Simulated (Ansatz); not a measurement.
Si₂Ni₃⁺: single points at one geometry.

```yaml
crystal:
  periodic: [false, false, false]
  atoms:
    - {symbol: Ni, position_ang: [1.279333, 1.517318, 0.018512]}
    - {symbol: Ni, position_ang: [-1.389031, -0.404308, -0.827619]}
    - {symbol: Ni, position_ang: [-0.177470, -1.450411, 0.802794]}
    - {symbol: Si, position_ang: [0.788902, -0.365294, -0.818981]}
    - {symbol: Si, position_ang: [-0.501735, 0.702705, 0.825294]}
basis:
  gaussian: {orbitals: STO-3G}
total_charge: 1
magnetization: {spin_polarized: true, initial_magnetization: 1}
hamiltonian: {xc: hf}
scf: {omitted_lower_state_checks: [starts]}
output: {orbitals: {seedname: orbitals}}
```

The file start.molden holds the orbitals of an earlier run on this structure, at another level or in another basis.

```sh
$ ansatz run in.yaml --threads 4 --pin off --events-out ev --progress --plain --max-ram 4787MiB
```

Shortened log:

```
Functional definition: HF
671 factors; integrals over basis functions are off by at most 2.4e-4 eV
mean field evaluation 1: about -136843.6788 eV, gradient 2.1e2 eV
mean field evaluation 2: about -136844.0916 eV, gradient 2.1e2 eV
mean field evaluation 4: about -136348.6286 eV, gradient 1.9e2 eV
mean field evaluation 8: about -137127.5271 eV, gradient 3.4e1 eV
mean field evaluation 16: about -137186.6895 eV, gradient 1.6e-1 eV
mean field evaluation 32: about -137186.6524 eV, gradient 1.2e-2 eV
mean field -137186.65242117 eV, -5041.5164880251 hartree, gradient 9.1e-6 eV, S^2 7.239395; 0 other end points of the search recorded, 0 dependent functions left out
reference -137186.65242117 eV, -5041.5164880251 hartree; 56, 55 occupied and 16, 17 virtual orbitals, 671 factors
Total energy: -137186.65242117 eV, -5041.5164880251 hartree
Checks for a lower state left out: starts
```

Run time 8.5 s (4 threads of Arm Neoverse V2 on a shared host).

The first input with `gaussian: {orbitals: def2-TZVP, initial_orbitals: start.molden}`, `hamiltonian: {xc: {name: B2PLYP}}` and without the key `output` (abridged; 2.6 min):

```
Functional definition: B2PLYP
mean field evaluation 16: about -138835.0331 eV, gradient 1.2e-3 eV
mean field -138835.03305229 eV, -5102.0933589064 hartree, gradient 9.6e-9 eV, S^2 1.771202
25 core orbitals not correlated, not the lowest: weight in the atoms' cores, before any rotation towards them, 1.000 or more for the frozen orbitals, at most 0.000 for the correlated occupied ones
second order -77.54708113 eV of doubles, -0.00000000 eV of singles
Total energy: -138855.97091657 eV, -5102.8628112265 hartree
Checks for a lower state left out: starts
```

As the first input, with `gaussian: {orbitals: def2-TZVP, initial_orbitals: start.molden}`, `hamiltonian: {xc: pbe0, dispersion: d4}` (abridged; 32 s):

```
Functional definition: PBE0
mean field evaluation 16: about -138854.2889 eV, gradient 5.2e-5 eV
mean field -138854.28886276 eV, -5102.8009968889 hartree, gradient 8.0e-6 eV, S^2 1.301223
Total energy: -138854.52845672 eV, -5102.8098018047 hartree
Checks for a lower state left out: starts
```

The first input with `gaussian: {orbitals: def2-SVP, initial_orbitals: start.molden}`, `hamiltonian: {xc: pbe, dispersion: d4}` (abridged; 5 s):

```
Functional definition: PBE
mean field evaluation 16: about -138832.2784 eV, gradient 3.8e-5 eV
mean field -138832.27842805 eV, -5101.9921283326 hartree, gradient 7.6e-6 eV, S^2 0.759887
Total energy: -138832.56233273 eV, -5102.0025616372 hartree
Checks for a lower state left out: starts
```

As the first input, with `gaussian: {orbitals: def2-SVP, initial_orbitals: start.molden}`, `hamiltonian: {xc: pbe0, dispersion: d4}` (abridged; 14 s):

```
Functional definition: PBE0
mean field evaluation 16: about -138830.4420 eV, gradient 1.1e-5 eV
mean field -138830.44201757 eV, -5101.9246414922 hartree, gradient 9.1e-6 eV, S^2 1.535442
Total energy: -138830.68161941 eV, -5101.9334466975 hartree
Checks for a lower state left out: starts
```

The first input with `gaussian: {orbitals: def2-TZVP, initial_orbitals: start.molden}`, `hamiltonian: {xc: pbe, dispersion: d4}`, `output: {forces: true, orbitals: {seedname: orbitals}}` (abridged; 8 s):

```
Functional definition: PBE
mean field -138856.81882713 eV, -5102.8939713647 hartree, gradient 2.1e-5 eV, S^2 0.756963
Total energy: -138857.10272263 eV, -5102.9044043318 hartree
Atom 0 force     0.633499     0.752772     0.009170 eV/Å
Atom 1 force    -0.822583     0.147186    -0.741384 eV/Å
Atom 2 force     0.270327    -0.808359     0.737272 eV/Å
Atom 3 force     0.348682    -0.368645    -0.499041 eV/Å
Atom 4 force    -0.429924     0.277046     0.493982 eV/Å
Dipole moment:     0.037753     0.045203     0.000267 e Å
Checks for a lower state left out: starts
```

First input, but with `gaussian: {orbitals: def2-TZVP, initial_orbitals: start.molden}`, `correlation: {method: mp2}` and without the key `hamiltonian` (abridged; 50 s):

```
Functional definition: HF
mean field evaluation 16: about -138722.9436 eV, gradient 3.4e-1 eV
mean field evaluation 32: about -138722.9770 eV, gradient 1.6e-4 eV
mean field -138722.97702457 eV, -5097.9753758419 hartree, gradient 3.0e-6 eV, S^2 2.594396
25 core orbitals not correlated, not the lowest: weight in the atoms' cores, before any rotation towards them, 1.000 or more for the frozen orbitals, at most 0.000 for the correlated occupied ones
second order -60.09716560 eV of doubles, -0.00000000 eV of singles
Total energy: -138783.07419016 eV, -5100.1839059422 hartree
Checks for a lower state left out: starts
```

Geometry: r2SCAN-D4/def2-SVP.

Correlated methods freeze 25 core orbitals; core or outer-core shells of Ni are correlated, in sets that lack core-valence functions. At HF/STO-3G, B2PLYP/def2-TZVP, PBE0-D4/def2-TZVP, PBE0-D4/def2-SVP and others the charge 1 doublet is spin-contaminated (final ⟨S²⟩ up to 7.24, 0.75 for a pure state). No other spin state of charge 1 was run. Another isomer (doublet) lies 0.22 eV lower at PBE0-D4/def2-TZVP; other spin states weren't run for this one.
